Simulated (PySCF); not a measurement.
Rigid-rotor lines calculated for a species of formula BH6NSn (commonest isotopes; PBE0-D3(BJ)/def2-SVP geometry optimisation, gas phase, def2 core potentials past Kr (PySCF 2.14.0)), labelled J(Ka,Kc):

```csv
transition,MHz
"2(1,2) ← 1(1,1)",11852.6
"1(1,1) ← 0(0,0)",31204.3
"2(1,1) ← 1(1,0)",12206.9
"1(0,1) ← 0(0,0)",6014.9
"2(0,2) ← 1(0,1)",12028.8
```

Q: Find the rotational constants.

A: 1(0,1) ← 0(0,0) is B + C, 2(1,1) ← 1(1,0) is 3B + C and 2(1,2) ← 1(1,1) is B + 3C, so B − C is half the difference of the last two, 177.1 MHz. 1(1,1) ← 0(0,0) is A + C. A = 28285.4, B = 3096.0, C = 2918.9 MHz.

Q: What moments of inertia, asymmetry and inertial defect follow?

A: I = 505379 MHz·u·Å² over each constant: Ia = 17.87, Ib = 163.23, Ic = 173.14 u·Å²; κ = (2B − A − C)/(A − C) = -0.986 (near-prolate asymmetric top); Δ = Ic − Ia − Ib = -7.96 u·Å².

Q: Which dipole components do these lines need?

A: μa and μb (a-type: ΔKa even, ΔKc odd; b-type: both odd). The calculation gives |μa| = 1.95 D, |μb| = 1.15 D, |μc| = 0.00 D.

Q: Where do these fall, and of which type are they? 4(2,2) ← 4(1,3); 3(1,2) ← 3(0,3); 3(2,1) ← 2(1,2); 2(1,1) ← 2(1,2); 3(1,2) ← 2(1,1); 3(3,1) ← 2(2,0); 3(1,2) ← 3(1,3); 3(3,1) ← 3(2,2); 4(3,2) ← 3(3,1); 4(1,3) ← 4(1,4).

A: 
```
     transition     MHz  type  branch
2(1,1) ← 2(1,2)     532     a       Q
3(1,2) ← 3(1,3)    1063     a       Q
4(1,3) ← 4(1,4)    1772     a       Q
3(1,2) ← 2(1,1)   18310     a       R
4(3,2) ← 3(3,1)   24061     a       R
3(1,2) ← 3(0,3)   25814     b       Q
4(2,2) ← 4(1,3)   74964     b       Q
3(2,1) ← 2(1,2)   94149     b       R
3(3,1) ← 3(2,2)  126390     b       Q
3(3,1) ← 2(2,0)  144434     b       R
```

Q: Which structure gave them?

A: `B[NH][SnH3]`. Three constants can't fix a structure by themselves; this is the one that was computed:
```
atom  x, y, z in Å
B1    -1.642   -0.155   -0.007
N2    -0.389   -0.231   -0.613
Sn3    1.396    0.341    0.249
H4    -2.629   -0.518   -0.613
H5    -1.735    0.274    1.125
H6    -0.344   -0.595   -1.561
H7     2.477   -0.983    0.128
H8     2.006    1.683   -0.625
H9     1.017    0.734    1.863
```

No PBE0-D3(BJ)/def2-SVP frequencies stand behind this structure, so it isn't proved a minimum. No vibrational averaging or centrifugal distortion is included, and the geometry carries the error of its method. A rigid rotor knows nothing of internal rotation, which can split or shift real lines. Quadrupole hyperfine structure (11B, 14N) is left out.
